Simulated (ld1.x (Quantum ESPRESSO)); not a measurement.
# gold (Au), TM: configuration errors across variants

```json
{
  "Element": "gold (Au)",
  "Generator": "ld1.x (Quantum ESPRESSO) 7.5",
  "Type": "norm-conserving Troullier–Martins (Kleinman–Bylander form)",
  "Functional": "PBE",
  "Relativity": "scalar-relativistic",
  "Frozen core": "[Kr] 4d10 4f14 5s2",
  "Valence charge": "17",
  "Reference configuration": "5p6 5d10 6s1 6p0",
  "Partial waves": "6s (bound): rc 2.10 bohr; 5p (bound): rc 1.75 bohr; 5d (bound): rc 1.95 bohr",
  "Local potential": "all-electron potential smoothed inside 2.00 bohr (lloc = -1)",
  "Core correction": "none"
}
```

All-electron excitation energies from the reference (eV): (1) 5p6 5d10 6s0 6p0 9.409; (2) 5p6 5d9 6s0 6p0 30.617; (3) 5p6 5d8 6s0 6p0 64.494; (4) 5p6 5d9 6s1 6p1 7.497; (5) 5p6 5d7 6s0 6p0 112.206; (6) 5p6 5d10 6s0 6p1 5.248.

Tests that are not counted but printed errors over 1 eV. “wave 6s (bound): rc 2.10 bohr becomes 6s (bound): rc 2.30 bohr”: 5p5 5d10 6s1 6p0 (solver errors, printed error -2.1 eV). “wave 6s (bound): rc 2.10 bohr becomes 6s (bound): rc 2.46 bohr”: 5p5 5d10 6s1 6p0 (solver errors, printed error -2.5 eV). “wave 6s (bound): rc 2.10 bohr becomes 6s (bound): rc 2.88 bohr”: 5p5 5d10 6s1 6p0 (solver errors, printed error -3.0 eV). “wave 6s (bound): rc 2.10 bohr becomes 6s (bound): rc 3.08 bohr”: 5p5 5d10 6s1 6p0 (solver errors, printed error -3.0 eV).

A true bound ghost makes a file unfit for plane-wave use even where its test errors are small: the radial tests pick states by their node count and pass the ghost by. Where a test does run into it, the solver fails or the error is huge.

Errors AE − PS in meV (a dash: test not solved or not reliable):

| change | (1) | (2) | (3) | (4) | (5) | (6) | bound ghosts |
| --- | --- | --- | --- | --- | --- | --- | --- |
| base | -13 | -5.5 | -9.4 | -46 | -33 | -36 | s |
| wave 6s (bound): rc 2.10 bohr becomes 6s (bound): rc 1.48 bohr | +32 | +28 | +1.4 | -66 | -56 | +6.9 | s |
| wave 6s (bound): rc 2.10 bohr becomes 6s (bound): rc 2.30 bohr | -13 | -5.2 | -7.9 | -46 | -30 | -37 | s |
| wave 6s (bound): rc 2.10 bohr becomes 6s (bound): rc 2.46 bohr | -12 | -7.7 | -15 | -47 | -44 | -36 | s |
| wave 6s (bound): rc 2.10 bohr becomes 6s (bound): rc 2.88 bohr | -9.8 | -29 | -70 | -49 | -140 | -36 | s |
| wave 6s (bound): rc 2.10 bohr becomes 6s (bound): rc 3.08 bohr | -10 | -53 | -126 | – | -234 | -38 | s |

(1) Give the same row for: wave 6s (bound): rc 2.10 bohr becomes 6s (bound): rc 1.74 bohr.

Answers

(1) -6.8, -7.0, -24, -58, -65, -32; bound ghosts: s.
